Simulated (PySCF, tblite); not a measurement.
Species: C5H10SSi.
Cartesian coordinates in Å at the GFN2-xTB level; atoms count from 1:
```
atom  x, y, z in Å
C1    -3.295   -0.751    1.192
C2    -2.352   -0.622    0.047
C3    -1.071   -0.269    0.155
C4    -0.178   -0.152   -0.966
C5     1.109    0.200   -0.893
S6     1.948    0.587    0.605
Si7    3.908    1.029   -0.156
H8    -4.142   -0.076    1.060
H9    -3.692   -1.765    1.242
H10   -2.803   -0.518    2.132
H11   -2.768   -0.839   -0.929
H12   -0.644   -0.050    1.124
H13   -0.589   -0.368   -1.944
H14    1.721    0.268   -1.779
H15    3.782    2.140   -1.094
H16    4.399   -0.163   -0.842
H17    4.661    1.362    1.038
```

Computed, not measured: CAM-B3LYP/def2-SVPD in PySCF (dipole) on a GFN2-xTB geometry, gas phase.

Masses are those of the commonest isotopes; rigid-rotor values at the optimised geometry. The values belong to one conformer with, in the numbering `[CH3:1]/[CH:2]=[CH:3]/[CH:4]=[CH:5]\[S:6][SiH3:7]`, C2–C3–C4–C5 180°, C4–C5–S6–Si7 180°.

Q: What are A, B and C (MHz)?

A: Ia = 68.89, Ib = 863.33, Ic = 923.32 u·Å²; 505379 MHz·u·Å²/I gives A = 7336, B = 585.4, C = 547.4 MHz.

Q: What kind of rotor is it?

A: A near-prolate asymmetric top. Ray's parameter κ = (2B − A − C)/(A − C) = -0.989; −1 is the prolate and +1 the oblate limit.

Q: Is it planar, by Δ = Ic − Ia − Ib?

A: Not planar: Δ = Ic − Ia − Ib = -8.90 u·Å². For a rigid frame Δ = −2 Σ m c², so Σ m c² = 4.45 u·Å² lies off the ab plane, practically all of it from hydrogen. The atom farthest from that plane is 1.20 Å away.

Q: Give the other two planar moments, Paa and Pbb, and the rms extents of the mass along the axes.

A: Paa = Σ m a² = (Ib + Ic − Ia)/2 = 858.88 and Pbb = Σ m b² = (Ia + Ic − Ib)/2 = 64.44 u·Å². With the mass M = 130.03 u, the rms extents √(P/M) along a, b and c are 2.57, 0.70, 0.18 Å.

Q: Where do the levels up to J = 5 lie, in MHz?

A: Above 0(0,0):
J = 1: 1(0,1) 1133, 1(1,1) 7884, 1(1,0) 7922
J = 2: 2(0,2) 3398, 2(1,2) 10111, 2(1,1) 10225, 2(2,1) 30478, 2(2,0) 30478
J = 3: 3(0,3) 6796, 3(1,3) 13452, 3(1,2) 13680, 3(2,2) 33876, 3(2,1) 33877, 3(3,1) 67726, 3(3,0) 67726
J = 4: 4(0,4) 11325, 4(1,4) 17907, 4(1,3) 18287, 4(2,3) 38407, 4(2,2) 38409, 4(3,2) 72257, 4(3,1) 72257, 4(4,1) 119647, 4(4,0) 119647
J = 5: 5(0,5) 16985, 5(1,5) 23475, 5(1,4) 24045, 5(2,4) 44070, 5(2,3) 44076, 5(3,3) 77922, 5(3,2) 77922, 5(4,2) 125311, 5(4,1) 125311, 5(5,1) 186240, 5(5,0) 186240
Those of J = 1 are B + C, A + C and A + B.

Q: Which types of transition are allowed, and where do some lines up to J = 4 fall?

A: The dipole components are |μa| = 0.21 D, |μb| = 0.88 D, |μc| = 0.00 D; the mirror of this Cs structure is the ab plane, so μc vanishes by symmetry and there are no c-type lines. Intensities carry the squares of the components, which stand as 0.06 : 1.00 (a : b). Some lines, for components of 0.1 D or more:

```
type  branch         J(Ka,Kc)    MHz  lower level (cm⁻¹)
   a       Q  4(1,3) ← 4(1,4)    380               0.597
   a       R  1(0,1) ← 0(0,0)   1133               0.000
   a       R  3(0,3) ← 2(0,2)   3398               0.113
   a       R  3(1,2) ← 2(1,1)   3455               0.341
   a       R  4(2,3) ← 3(2,2)   4531               1.130
   a       R  4(3,1) ← 3(3,0)   4531               2.259
   a       R  4(1,3) ← 3(1,2)   4607               0.456
   b       Q  2(1,1) ← 2(0,2)   6827               0.113
   b       Q  4(1,3) ← 4(0,4)   6962               0.378
   b       Q  4(2,2) ← 4(1,3)  20122               0.610
   b       Q  2(2,0) ← 2(1,1)  20253               0.341
   b       Q  2(2,1) ← 2(1,2)  20367               0.337
   b       R  4(2,3) ← 3(1,2)  24727               0.456
   b       R  4(2,2) ← 3(1,3)  24957               0.449
   b       Q  3(3,0) ← 3(2,1)  33849               1.130
   b       R  3(3,0) ← 2(2,1)  37248               1.017
   b       R  4(3,1) ← 3(2,2)  38381               1.130
   b       Q  4(4,0) ← 4(3,1)  47389               2.410
```

Q: Estimate the classical rotational partition function at 10 K, 200 K and 298.15 K.

A: Point group Cs, symmetry number σ = 1; q = (√π/σ)·√((kT/h)³/(ABC)), k/h = 20836.6 MHz/K: 3480 at 10 K, 311000 at 200 K, 566000 at 298.15 K.

Its GFN2-xTB frequencies are all real (lowest 19 cm⁻¹). Zero-point vibration and centrifugal distortion are left out. A rigid rotor knows nothing of internal rotation, which can split or shift real lines.

The run took 1.9 min wall on one thread of an Intel Xeon at 2.50 GHz, shared host, and the process peaked at 1.1 GiB of memory. This is the CAM-B3LYP/def2-SVPD job that gave the dipole, with the excitations it also computed.
